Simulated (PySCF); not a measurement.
**Re⁺: excitation energy**

Re⁺ [Xe] 4f14 5d5 6s1 (7S) → Re⁺ [Xe] 4f14 5d4 6s1 7s1 (7D), as a difference of total energies. Calculation: PySCF 2.14, in aug-cc-pwCVDZ-PP with ECP60MDF; scalar relativity through the core potential. Correlated levels: valence: 5s2 5p6 frozen. The calculations carry no spin-orbit coupling.

```tsv
method	excitation energy (eV)
UHF	12.082
MP2 (valence)	12.589
SCS-MP2 (valence)	12.251
CCSD (valence)	12.589
CCSD(T) (valence)	12.577
```

**Question.** How much does correlation contribute at CCSD(T) (valence)?

**Answer.** 12.577 − (12.082) = 0.495 eV, measured against UHF.

The promoted electron is Rydberg-like, and one or two diffuse shells describe it only roughly, which tends to raise the upper state.

The coupled-cluster amplitudes are large for the upper state (T1 above 0.03 or a double amplitude above 0.15), so a single reference is strained.
